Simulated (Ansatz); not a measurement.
Species: sum formula YOCl, charge 1, multiplicity 2. The spin state was set by rule; other spins were not relaxed. SMILES of the parent species: [O]=[Y][Cl]
Structure (B3LYP-D3(BJ)/def2-TZVP (Ansatz, a program for electronic structure) minimum search):
```
Y
O 1 1.9955
Cl 1 2.3581 2 105.03
```
Charge +1, spin multiplicity 2.

Parts of the frozen-core correlation energy in STO-3G (Ansatz, hartree). Frozen orbitals: 24; correlated occupied orbitals by spin: 8 and 7; virtual: 9 and 10. Open shells are spin-unrestricted. No spin-orbit coupling. Past Kr the def2 sets carry scalar-relativistic core potentials. STO-3G rows are all-electron and non-relativistic.

```tsv
term	value
reference (HF)	-3825.85977
MP2 opposite-spin	-0.05464
MP2 same-spin	?
CCSD correlation	?
(T)	?
T1 diagnostic	0.028
largest doubles amplitude	0.049
<S^2> of the reference	0.781
```

**Question.** Fill in the missing entries.

**Answer.** 
- MP2 same-spin, value: -0.01934
- CCSD correlation, value: -0.08096
- (T), value: -0.00978
